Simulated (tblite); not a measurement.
Species: CH10GeOSi2.
Cartesian coordinates in Å at the GFN2-xTB level; atoms count from 1:
```
atom  x, y, z in Å
Si1    2.406   -0.168   -0.344
O2     1.412   -0.461    0.903
Si3   -0.030   -0.523    1.632
C4    -1.249    0.674    0.805
Ge5   -1.711    0.193   -1.039
H6     3.736   -0.371    0.224
H7     2.090   -1.119   -1.410
H8     2.194    1.212   -0.786
H9     0.240   -0.108    3.010
H10   -0.496   -1.906    1.532
H11   -0.835    1.683    0.809
H12   -2.168    0.709    1.390
H13   -2.345   -1.162   -1.118
H14   -0.537    0.193   -1.964
H15   -2.712    1.161   -1.609
```

All values are computed: GFN2-xTB (tblite) harmonic vibrations without scaling, gas phase. The method is semi-empirical: single wavenumbers can be off by several per cent or more. Modes of hydrogen on germanium and silicon can be 10 to 20 % off. One conformer, not necessarily the lowest.

Harmonic wavenumbers (cm⁻¹): 40.8, 60.9, 69.0, 93.8, 114.6, 131.2, 235.8, 444.4, 462.9, 479.5, 560.6, 591.0, 602.4, 617.6, 624.2, 683.2, 748.6, 755.3, 767.4, 779.6, 783.6, 814.0, 828.1, 866.5, 869.3, 1005.7, 1094.3, 1108.4, 1431.5, 1943.1, 2030.3, 2065.7, 2229.7, 2240.5, 2252.9, 2256.7, 2287.2, 2964.3, 2974.0.

A = 2776, B = 959.1, C = 756.6 MHz; mass 167.948 u (most abundant isotopes); point group C1, symmetry number 1.

Zero-point energy?

½Σν̃ = 20454 cm⁻¹ = 58.48 kcal/mol.

Entropy at 400 K, 1 bar (ideal gas, RRHO, classical rotation)?

Translation 42.75, rotation 30.33, vibration 42.50: S = 115.6 cal/(mol K).

And Cp and H(400 K) − H(0)?

Cp = 46.53 cal/(mol K), of which vibrations give 38.58 (their classical limit is 39 R = 77.5); H(400 K) − H(0) = 11.48 kcal/mol without the zero-point energy, 8.30 from vibrations.

Blend soft modes into free rotors: weight 1/[1 + (100 cm⁻¹/ν̃)⁴] for the oscillator and the rest for a rotor with moment μB/(μ + B), μ = h/(8π²ν), B = 10⁻⁴⁴ kg m². What vibrational entropy results?

37.60 cal/(mol K) in place of 42.50, which changes −T·S at 400 K by +1.96 kcal/mol.

What must be added to the electronic energy to get the Gibbs energy at 400 K and 1 bar?

ZPE + [H(400 K) − H(0)] − T·S = 58.48 + 11.48 − 46.23 = 23.73 kcal/mol.

How do the functions run with temperature in this model?

```csv
T (K),S (cal/(mol K)),Cp (cal/(mol K)),H − H(0) (kcal/mol),G − H(0) (kcal/mol),ln q(vib)
100,73.7,19.7,1.45,-5.91,2.53
200,89.8,28.6,3.83,-14.13,5.55
300,103.3,38.6,7.20,-23.80,8.29
500,126.6,52.6,16.45,-46.87,13.51
800,154.2,64.6,34.19,-89.19,20.55
1000,169.2,69.7,47.64,-121.56,24.73
```

q(vib) and H(0) count from the zero-point level.

Hindered rotation and anharmonicity are outside this model. Other conformers, if any are populated, would add a mixing term that is left out. The structure is chiral; the term R ln 2 for an equal mix with its mirror image is left out.
